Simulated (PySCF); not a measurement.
## Reproducing measurements on cyclohexanone

**Measured values to compare with.**

NIST CCCBDB Release 22 (SRD 101), experimental dipoles lists, for the gas: dipole moment 3.02 D.

From NIST CCCBDB Release 22 (SRD 101), experimental polarizabilities, for the gas: mean polarisability 11.061 Å³.

The runs below try to reproduce these values; the comparison stands at the end.

Compound: cyclohexanone, C6H10O.
Atom-mapped SMILES: `[O:1]=[C:2]1[CH2:3][CH2:4][CH2:5][CH2:6][CH2:7]1` (hydrogens: H8, H9 on C3; H10, H11 on C4; H12, H13 on C5; H14, H15 on C6; H16, H17 on C7)

Geometry (GFN2-xTB, Å), atoms numbered from 1 in this order:
```xyz
17
C6H10O angstrom
O      2.6457    0.4408   -0.1530
C      1.5004    0.2750    0.1816
C      0.5001    1.4018    0.2967
C     -0.7511    1.0957   -0.5307
C     -1.3546   -0.2424   -0.1203
C     -0.3309   -1.3562   -0.3055
C      0.9261   -1.0802    0.5236
H      0.2231    1.5038    1.3491
H      0.9644    2.3331   -0.0315
H     -1.4798    1.8975   -0.3969
H     -0.4807    1.0625   -1.5883
H     -2.2385   -0.4497   -0.7264
H     -1.6681   -0.2000    0.9254
H     -0.7567   -2.3168   -0.0095
H     -0.0554   -1.4237   -1.3601
H      1.6816   -1.8482    0.3505
H      0.6674   -1.0809    1.5855
```

The PySCF runs (gas phase, on this GFN2-xTB geometry; no spin–orbit coupling):

```
            level                                                                job  basis functions  wall time
wB97X-D/def2-SVPD  8 singlets by full TDDFT, 3 Tamm–Dancoff triplets, polarisability              223       52 s
```

Hardware: one thread, Arm Neoverse V1, shared host.

## Comparison

**Dipole moment.** Measured: 3.02 D (NIST CCCBDB Release 22 (SRD 101), experimental dipoles).

```json
{"level": "wB97X-D/def2-SVPD", "computed (D)": "3.47", "computed − measured (D)": "+0.45", "% (from the printed values)": "+15"}
```

The computed dipoles belong to one fixed geometry; measured ones are averaged over vibrations unless marked μe. Magnitudes are compared, not signs.

**Mean polarisability.** Measured: 11.061 Å³ (NIST CCCBDB Release 22 (SRD 101), experimental polarizabilities).

```tsv
level	computed (Å³)	computed − measured (Å³)	% (from the printed values)
wB97X-D/def2-SVPD	10.369	-0.692	-6
```

The computed values are static and purely electronic, with core orbitals frozen in the response (1 au = 0.148185 Å³). The table of measured values doesn't say here whether a value is static or optical, or holds a vibrational part.

The geometry is computed, not the measured one. Where a level misses, the cause wasn't examined.
